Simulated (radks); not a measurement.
The numbers below are computed, except where a source is named.
Spherical quantum dot in the effective-mass picture: electrons in a parabolic well V = omega^2 r^2 / 2 with omega = 0.464, with a point charge +1 (a donor) at the centre, all in effective atomic units (hartree* = m*/eps^2 hartree, bohr* = eps/m* bohr), one dielectric constant everywhere. Level of theory: non-relativistic Kohn-Sham, LDA (Slater exchange, Perdew-Wang correlation), spin-polarised, spherical densities (a radial shooting solver with Libxc functionals). Levels are named by radial order and angular momentum (1s, 1p, 1d, 2s, ...), and open shells are averaged over m.

N = 28, configuration 1s2 1p6 1d10 2s2 1f(up 7, down 1). This is the lowest configuration that the search found. Occupied and some empty levels:

level,occupation,eigenvalue (hartree*),<r> (bohr*)
1s up,1,7.5209,2.073
1s down,1,7.5290,1.982
1p up,3,7.7699,3.526
1p down,3,7.7985,3.467
2s up,1,7.8601,3.349
2s down,1,7.8866,3.395
1d up,5,7.9533,4.024
1d down,5,7.9879,4.002
1f up,7,8.1562,4.366
1f down,1,8.1929,4.365
2p up,0,8.2181,3.629
2p down,0,8.2387,3.656
1g up,0,8.3809,4.641
1g down,0,8.4177,4.651
2d up,0,8.4939,4.054
2d down,0,8.5159,4.060

Energy (hartree*): total 133.292, kinetic 10.797, external 39.148, Hartree 91.774, exchange-correlation -8.4269.

Electron density:

r (bohr*),n(r) (e/bohr*^3)
0.361,0.3189
0.965,0.1093
1.57,0.05216
2.17,0.04463
2.77,0.05191
3.38,0.05673
3.98,0.05039
4.58,0.03380
5.19,0.01606
5.79,0.005167
6.39,0.001096
7.00,0.0001520
7.60,0.00001393
